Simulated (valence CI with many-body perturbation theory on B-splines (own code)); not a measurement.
**Cs48+: what each term of the Hamiltonian does**

Computed by relativistic CI+MBPT: five valence electrons over a frozen Dirac-Fock core [He], a basis of 9 s, 9 p, 8 d, 6 f, 3 g, 1 h functions for each j, with the one-electron correlation potential Σ1, the two-electron term Σ2, the three-electron term Σ3, Breit, model QED; selected CI, second order for the rest (own B-spline code, finite nucleus).

The last digits are not significant, and no measured levels were compared; by estimate large intervals hold to a few tenths of a per cent, small ones and those within an open d or f shell to about a per cent. Among the levels kept, up to 1200 cm⁻¹ of a level comes from second order outside the variational space, and about a tenth of that is noise between levels of different J, which matters for small intervals.

Each rung adds one term. CI alone is the Dirac-Coulomb CI over the frozen core; QED comes last and gives the full result, which names the levels. Energies are above (2s^2 2p1/2^2 2p3/2) J=3/2 on the same rung, in × 10³ cm⁻¹.

Levels are named by their leading jj configuration (3d3/2^4 stands for four electrons in 3d with j = 3/2), which in mixed levels can hold well under half, so a name can repeat and another be missing. Letters in brackets count levels of one name in rising energy.

```tsv
Level	CI alone	Σ1	Σ2	Σ3	Breit	QED	Full
(2s^2 2p1/2 2p3/2^2) J=3/2	2868.6	+0.81	-0.35	+0.07	-44.49	+5.67	2830.3
(2s^2 2p1/2 2p3/2^2) J=5/2	3063.9	+0.81	+0.18	-0.22	-76.32	+5.47	2993.8
(2s^2 2p1/2 2p3/2^2) J=1/2	3283.9	+0.82	+0.83	-0.46	-37.09	+5.24	3253.3
(2s 2p1/2^2 2p3/2^2) J=5/2	4699.1	-1.19	-1.79	-0.54	-16.24	-45.14	4634.2
(2s 2p1/2^2 2p3/2^2) J=1/2	5237.2	-1.17	-1.64	-1.11	+14.39	-45.22	5202.5
(2s 2p1/2^2 2p3/2^2) J=3/2	5272.5	-1.18	-3.06	-1.46	-6.36	-45.37	5215.1
(2s^2 2p3/2^3) J=3/2	6174.9	+1.60	+0.44	-0.40	-93.72	+10.46	6093.3
(2s 2p1/2 2p3/2^3) J=3/2 [a]	7716.0	-0.39	-1.51	-0.69	-43.90	-39.82	7629.7
(2s 2p1/2 2p3/2^3) J=5/2	8013.9	-0.38	-1.73	-1.03	-74.76	-39.87	7896.2
(2s 2p1/2 2p3/2^3) J=1/2	8290.6	-0.38	-2.84	-1.58	-43.26	-40.02	8202.5
(2s 2p1/2 2p3/2^3) J=3/2 [b]	8398.5	-0.39	-2.94	-1.72	-61.57	-40.11	8291.8
(2p1/2^2 2p3/2^3) J=3/2	10389	-2.34	-5.39	-2.37	-2.95	-89.92	10286
(2s 2p3/2^4) J=1/2	11297	+0.42	-1.67	-1.50	-87.14	-34.60	11172
(2p1/2 2p3/2^4) J=1/2	13432	-1.56	-4.73	-2.32	-49.94	-85.16	13288
(2s^2 2p1/2^2 3s) J=1/2	38383	+2.18	+0.86	-1.13	-31.52	+10.06	38364
(2s^2 2p1/2^2 3p1/2) J=1/2	38929	+1.77	+0.71	-1.13	-16.26	-4.41	38909
(2s^2 2p1/2^2 3p3/2) J=3/2	39885	+1.95	+0.06	-1.13	-32.74	-2.68	39851
(2s^2 2p1/2^2 3d3/2) J=3/2	40414	+2.26	+0.40	-1.09	-35.04	-4.07	40377
(2s^2 2p1/2^2 3d5/2) J=5/2	40732	+2.28	+0.35	-1.08	-45.19	-3.40	40685
```

The middle columns are the shifts that each term adds.

Question: How does the ionisation energy move along the ladder, and which term matters most?

Answer: CI alone 8732.3, + Σ1 8732.6, + Σ2 8732.7, + Σ3 8732.6, + Breit 8726.8, + QED 8726.3 eV. The largest step is Breit, -5.8 eV. NIST lists 8726 ± 4 eV (theoretical).
